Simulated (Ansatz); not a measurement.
`N[BH][SbH2]` + silanol → `NBO[SiH3]` + stibine at 600 K and 1 bar (cleavage of the B–Sb bond).

Computed with Ansatz on PBE0-D4/def2-TZVP structures; ΔE is electronic, products minus reactants. CCSD(T)/CBS adds triple-zeta CCSD(T) − MP2 to the extrapolated MP2 energy (def2 sets, frozen cores). Elements past krypton have def2 core potentials. For Sb outer-core shells are correlated without core-valence functions, which leaves a few kJ/mol of doubt a bond. Each species was taken in one conformer, which may not be the lowest.

| species | CCSD(T)/CBS energy (Eh) | H − E (kJ/mol) | S (J/(mol·K)) |
| --- | --- | --- | --- |
| `N[BH][SbH2]` | -322.54254 | 188.3 | 381.8 |
| `O[SiH3]` | -366.69042 | 135.7 | 307.9 |
| `NBO[SiH3]` | -447.48791 | 240.5 | 410.2 |
| `[SbH3]` | -241.78682 | 75.6 | 266.4 |

H − E and S are ideal-gas, rigid-rotor, harmonic terms from PBE0-D4/def2-TZVP, for one conformer and one mirror image of each species. 1 Eh = 2625.50 kJ/mol, R = 8.31446 J/(mol·K).

Task: By hand: ΔE, ΔH, ΔS and ΔG.

Result: ΔE = (-447.48791) + (-241.78682) − (-322.54254) − (-366.69042) = -0.04177 Eh = -109.7 kJ/mol. Δ(H − E) = 240.5 + 75.6 − 188.3 − 135.7 = -7.9, so ΔH = -117.6 kJ/mol. ΔS = 410.2 + 266.4 − 381.8 − 307.9 = -13.1 J/(mol·K). ΔG = -117.6 − 600 × (-13.1)/1000 = -109.7 kJ/mol.

Task: By hand: the equilibrium constant, and the temperature at which ΔG would vanish if ΔH and ΔS stayed fixed.

Result: log₁₀ K = −ΔG/(RT ln 10) = 9.6. ΔG = 0 at ΔH/ΔS = 8977 K, far beyond where these terms or the molecules hold.

The number of gas molecules stays the same, so ΔS is small and ΔH decides. A doubt of 5 kJ/mol in ΔE shifts log₁₀ K by 0.4 here. Other conformers and mirror images would add mixing entropy, several J/(mol·K) or more a flexible species. Modes under 60 cm⁻¹, often nearly free rotors, make the harmonic entropy too high. These are equilibria of isolated gas molecules and say nothing of rates. Largest T1 diagnostic: 0.014 (customary marks: 0.02 for closed shells, 0.045 for open ones).
